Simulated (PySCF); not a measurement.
**Bonding in `CC(=O)/C(C(N)=O)=C(/C)[O-]`**

C6H8NO3 (charge -1).
Atom-mapped SMILES: `[CH3:1][C:2](=[O:3])/[C:4]([C:5]([NH2:6])=[O:7])=[C:8](/[CH3:9])[O-:10]` (hydrogens: H11, H12, H13 on C1; H14, H15 on N6; H16, H17, H18 on C9)

Cartesian coordinates in Å at the GFN2-xTB level; atoms count from 1:
```
atom  x, y, z in Å
C1     2.220   -1.028   -0.783
C2     1.420    0.239   -0.548
O3     2.076    1.308   -0.575
C4     0.020    0.140   -0.307
C5    -0.716    1.335    0.130
N6    -0.162    2.532   -0.244
O7    -1.760    1.336    0.786
C8    -0.670   -1.112   -0.424
C9    -2.192   -1.087   -0.324
O10   -0.144   -2.209   -0.649
H11    1.869   -1.531   -1.681
H12    2.095   -1.720    0.045
H13    3.271   -0.758   -0.894
H14   -0.499    3.340    0.259
H15    0.838    2.468   -0.450
H16   -2.576   -2.061   -0.627
H17   -2.610   -0.307   -0.954
H18   -2.488   -0.879    0.700
```

Bond orders from the PBE0/pcSseg-1 density (PySCF). One conformer (not necessarily the lowest) at the GFN2-xTB geometry, without solvent, vibrations or thermal averaging. The pcSseg-1 basis has no diffuse functions, a weakness for an anion.

Task: Where do the orders between heavy atoms depart from those drawn in the SMILES?

Result: The largest departure is 0.854, at C4–C8 (drawn double, 1.146). Drawn single, order above 1.12: C2–C4 (1.186), C5–N6 (1.217) and C8–O10 (1.846). Drawn double or triple, more than 0.30 short of the drawn order: C2–O3 (1.677) and C4–C8 (1.146). The SMILES, with its formal charges, is one Lewis structure only.

Task: Set the Mayer orders of the bonds between heavy atoms beside their lengths.

Result: 
| bond | drawn as | length (Å) | Mayer order |
| --- | --- | --- | --- |
| C1–C2 | single | 1.517 | 1.062 |
| C2–O3 | double | 1.254 | 1.677 |
| C2–C4 | single | 1.425 | 1.186 |
| C4–C5 | single | 1.470 | 1.026 |
| C5–N6 | single | 1.371 | 1.217 |
| C5–O7 | double | 1.233 | 1.832 |
| C4–C8 | double | 1.434 | 1.146 |
| C8–C9 | single | 1.525 | 1.039 |
| C8–O10 | single | 1.237 | 1.846 |

Bonds between the same two heavy elements. C–C: lowest C4–C5 (1.026, 1.470 Å), highest C2–C4 (1.186, 1.425 Å); in 1 of the 10 pairs the longer bond (by over 0.003 Å) has the higher order (by 0.02 or more). C–O: lowest C2–O3 (1.677, 1.254 Å), highest C8–O10 (1.846, 1.237 Å).

Task: And the bonds to hydrogen?

Result: C–H: 0.94 to 0.96 (6 bonds); H–N: 0.87 to 0.94 (2 bonds).

Task: Sum the orders of all bonds at each heavy atom with more than one neighbour and set the sums beside the valence in the SMILES.

Result: C1 3.912 (drawn 4), C2 3.925 (drawn 4), C4 3.358 (drawn 4), C5 4.075 (drawn 4), N6 3.028 (drawn 3), C8 4.031 (drawn 4), C9 3.897 (drawn 4). Orders between atoms that aren't bonded are not in these sums.

For a closed shell the Mayer order of atoms A and B is Σ (PS)μν (PS)νμ over the basis functions μ on A and ν on B, with P the density and S the overlap matrix.

These values come from a run that also computed NMR shieldings. The run took 26 s of wall time on one thread, x86-64 server (shared host).
